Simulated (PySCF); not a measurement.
A structure optimised at B3LYP-D3(BJ)/def2-SVP, used in a PySCF frequency run:

```
C
C 1 1.3331
H 2 1.0920 1 120.84
H 2 1.0920 3 118.33 1 180.00
C 1 1.4447 2 152.75 3 180.00
C 5 1.3232 1 62.75 2 180.00
H 5 1.0884 6 147.90 1 180.00
H 6 1.0884 5 147.90 7 0.00
```
Charge 0, spin multiplicity 1.

Problem. Write its SMILES, formula and point group.

Solution. C=C1C=C1, C4H4, C2v

Problem. What are its rotational constants (standard atomic weights)?

Solution. 29.142, 7.1188, 5.7212 GHz
